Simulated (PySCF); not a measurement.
Electric field gradients and quadrupole coupling constants

Species: C₈H₈O₂.
Z-matrix (Å and degrees, GFN2-xTB geometry), rows numbered from 1:
```
C 
C   1  1.3205
C   2  1.4746  1  137.12
C   3  1.3520  2   92.64  1  -179.90
C   4  1.4678  3   92.94  2    -0.01
C   5  1.3258  2  138.21  1    -0.21
O   6  1.3762  5  122.24  2     0.03
C   7  1.3478  6  118.14  5  -179.82
C   8  1.5041  7  110.29  6   179.98
O   8  1.2011  7  123.99  6    -0.00
H   1  1.0763  2  121.13  3   179.91
H   1  1.0774  2  121.48  3    -0.10
H   3  1.0731  2  132.78  1     0.07
H   4  1.0731  3  135.01  2   179.99
H   6  1.0837  5  122.71  2  -179.95
H   9  1.0874  8  109.55  7    58.85
H   9  1.0855  8  109.60  7   179.65
H   9  1.0875  8  109.53  7   -59.59
```

Field gradients from the PBE0/pcSseg-1 density (PySCF, non-relativistic), principal values in atomic units, ordered |Vxx| ≤ |Vyy| ≤ |Vzz|:

| atom | Vxx | Vyy | Vzz |
| --- | --- | --- | --- |
| O7 | -0.6575 | -1.0011 | 1.6586 |
| O10 | 0.6437 | 0.9856 | -1.6293 |

Task: Find the asymmetry η = (Vxx − Vyy)/Vzz and the couplings χ = eQV/h (234.96 MHz × Q in barn × V in au), with Q(17O) = −0.0256 b.

Result: 
```json
{"atom": "O7", "environment": "ester single-bonded oxygen", "nucleus": "17O", "η": "0.21", "χzz (MHz)": "-9.98", "χxx (MHz)": "3.95", "χyy (MHz)": "6.02"}
{"atom": "O10", "environment": "ester carbonyl oxygen", "nucleus": "17O", "η": "0.21", "χzz (MHz)": "9.80", "χxx (MHz)": "-3.87", "χyy (MHz)": "-5.93"}
```

Task: What is Vzz at O10 in SI units (1 au = 9.71736 × 10²¹ V/m²)?

Result: -1.6293 au = -15.833 × 10²¹ V/m².

Task: And the gradient at the other heavy atoms, for which no coupling is worked out here?

Result: 
| atom | environment | Vzz (au) | η |
| --- | --- | --- | --- |
| C1 | terminal =CH2 carbon | 0.263 | 0.32 |
| C2 | fully substituted alkene carbon | 0.262 | 0.90 |
| C3 | alkene CH carbon | 0.315 | 0.43 |
| C4 | alkene CH carbon | 0.326 | 0.52 |
| C5 | fully substituted alkene carbon | 0.197 | 0.59 |
| C6 | vinylic carbon bearing oxygen | -0.378 | 0.70 |
| C8 | ester carbonyl carbon | -0.421 | 0.81 |
| C9 | methyl carbon next to a carbonyl | 0.111 | 0.48 |

Task: What couplings would deuterons (Q(2H) = 0.00286 b) have in place of the hydrogens, at this geometry?

Result: 
```
atom  bonded to  bond length (Å)  Vzz (au)     η  χzz (kHz)
 H11         C1            1.076    0.3377  0.05        227
 H12         C1            1.077    0.3371  0.05        227
 H13         C3            1.073    0.3442  0.03        231
 H14         C4            1.073    0.3434  0.03        231
 H15         C6            1.084    0.3073  0.11        207
 H16         C9            1.087    0.3124  0.04        210
 H17         C9            1.085    0.3130  0.02        210
 H18         C9            1.088    0.3124  0.04        210
```

One conformer (not necessarily the lowest) at the GFN2-xTB geometry, without solvent, vibrations or thermal averaging. GFN2-xTB bond lengths can be off by several hundredths of an ångström, more for odd bonds, and the gradients follow them. The small basis limits the accuracy of the gradients.

These values come from a run that also computed NMR shieldings. Time: 35 s wall. Hardware: one thread of an Arm Neoverse V2, on a shared host.
